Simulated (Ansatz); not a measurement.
`C=C(Cl)CC` + `N[SiH3]` → `CCN[SiH3]` + `C=CCl`  (substitution at a C–C bond)

Gas-phase electronic energies from Ansatz, PBE0-D4/def2-TZVP geometries. CBS: MP2 limit from def2 TZ/QZ plus the TZ coupled-cluster correction, frozen cores. This one scheme is used for every species. DFT in def2-TZVPP. B3LYP here is the variant with VWN-RPA as its local correlation; programs differ in this. Each species was taken in one conformer, which may not be the lowest.

`C=C(Cl)CC`:

Z-matrix (Å, degrees):
```
C
C 1 1.523
C 1 1.492 2 113.6
H 1 1.093 2 110.2 3 -120.7
H 1 1.095 2 109.6 3 121.7
H 2 1.091 1 111.1 3 -60.0
H 2 1.092 1 110.9 3 60.2
H 2 1.092 1 110.4 3 -179.9
Cl 3 1.741 1 114.4 2 64.8
C 3 1.324 1 126.0 2 -115.0
H 10 1.082 3 122.2 1 179.8
H 10 1.084 3 119.5 1 -0.4
```

`N[SiH3]`:

Cartesian coordinates in Å:
```
N -0.007 1.039 -0.242
Si 0.021 -0.658 0.040
H 0.763 1.608 0.070
H -0.876 1.543 -0.163
H 1.339 -1.173 -0.410
H -0.164 -1.088 1.458
H -1.076 -1.270 -0.754
```

`CCN[SiH3]`:

```xyz
13

C    -1.307   -0.533    1.366
C     0.054   -0.414    0.709
N     0.070    0.603   -0.323
Si    1.092    0.543   -1.699
H    -2.072   -0.777    0.626
H    -1.304   -1.308    2.136
H    -1.591    0.409    1.846
H     0.317   -1.370    0.243
H     0.818   -0.230    1.480
H    -0.233    1.508    0.003
H     0.716    1.677   -2.583
H     0.884   -0.758   -2.389
H     2.557    0.648   -1.415
```

`C=CCl`:

Cartesian coordinates in Å:
```
C -0.094 -0.643 0.349
C 0.179 0.436 -0.359
Cl -0.600 1.952 -0.118
H -0.836 -0.642 1.138
H 0.436 -1.564 0.142
H 0.915 0.462 -1.152
```

```tsv
level	ΔE (kJ/mol)	difference from CCSD(T)/CBS
PBE-D4	48.4	-4.3
revPBE-D4	48.0	-4.7
BLYP-D4	45.8	-6.9
r2SCANh-D4	51.9	-0.8
r2SCAN0-D4	52.1	-0.6
revPBE	44.3	-8.4
BLYP	42.0	-10.7
B3LYP	44.2	-8.5
r2SCAN0	51.6	-1.1
RPA@PBE/def2-TZVPP	47.3	-5.4
HF/def2-SVP	38.4	-14.3
MP2/def2-SVP	51.9	-0.8
CCSD(T)/def2-SVP	45.2	-7.5
HF/def2-TZVPP	42.6	-10.1
CCSD(T)/def2-TZVPP	51.0	-1.7
HF/CBS(def2)	42.2	-10.5
CCSD(T)/CBS	52.7	0
```

Largest T1 diagnostic among the species: 0.010.

Leaving LDA and LC-ωPBE aside and taking each functional with its dispersion term where it has one, the values, not all of them listed here, spread over 7.0 kJ/mol, from BLYP-D4 to PBE-QIDH. LDA lies +4.8 kJ/mol from PBE without D4. From BLYP to BHLYP (50 % exact exchange), in def2-TZVPP and without D4, ΔE moves by +3.6 kJ/mol. At CCSD(T), def2-SVP lies −7.5 kJ/mol from the extrapolated value and def2-TZVPP −1.7 kJ/mol.
